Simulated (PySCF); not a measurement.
ZnCl₂, SMILES [Cl][Zn][Cl]. Geometry optimised at B3LYP-D3(BJ)/def2-TZVP. The isomer is the one that the SMILES or the coordinates give; other isomers of the formula were not compared.

Method: B3LYP-D3(BJ)/def2-TZVP (PySCF).

Harmonic wavenumbers (cm⁻¹): 104, 104, 346, 497. Rotational constants (GHz): 1.619 (linear); symmetry number 2.

Q: Work out the zero-point energy and the ideal-gas rigid-rotor harmonic-oscillator thermochemistry at 298.15 K and 1 atm.

A: ZPE = ½ Σ hcν = ½ × 1050 cm⁻¹ = 1.50 kcal/mol. H − E(el) = 4.86 kcal/mol. Entropy in cal/(mol K): translation 40.64, rotation 17.01, vibration 8.62, total 66.27. G − E(el) = -14.90 kcal/mol. Cp = 13.69 cal/(mol K). Modes under 150 cm⁻¹ make the vibrational entropy uncertain.
